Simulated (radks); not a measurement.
Initial-state core-level shifts of the silicon ion Si2+ when its valence configuration changes from [Ne] 3s2. All-electron calculation, scalar-relativistic Kohn-Sham, LDA (Slater exchange, Perdew-Wang correlation), spin-polarised, spherical densities, point nucleus; open shells are filled with parallel spins first. Program: a radial shooting solver on a logarithmic mesh with Libxc functionals. Shifts are changes of the shell-averaged eigenvalues in eV (positive: less bound).

valence          1s      2s      2p
3s1 3p1      -1.118  -1.168  -1.138
3s1.5 3p0.5  -0.645  -0.655  -0.643
3p2          -2.471  -2.526  -2.473
